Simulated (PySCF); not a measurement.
# An isoelectronic set: 86 electrons

PBE0 in PySCF with def2-SVP on every atom (core potentials on Sb, Te, I), for the lowest determinant that a PBE0 search found; no spin–orbit coupling. All have 86 electrons, 12 of them in the valence shells, and the same state, a triplet (π ↑↑). For ions De leads to the atom and ion picked by measured ionisation energies and electron affinities.

```
species  difference of nuclear charges  Re (Å)  ωe (cm⁻¹)  k (mdyn/Å)  De (eV)  dissociates to  Mayer bond order
   SbBr                             16   2.512        261        1.92     2.74         Sb + Br              1.11
    AsI                             20   2.500        260        1.87     2.39          As + I              1.27
  TeBr⁺                             17   2.396        313        2.84     2.58        Te⁺ + Br              1.57
   SeI⁺                             19   2.370        320        2.96     3.15         Se⁺ + I              1.85
```

These are scalar-relativistic numbers at best; spin–orbit coupling would shift them, the dissociation energy most. For an ion De counts to the pair picked by the measured ionisation energies or electron affinities, which need not be the lowest pair at this level. States were picked by a PBE0 search and need not be the measured ground states.
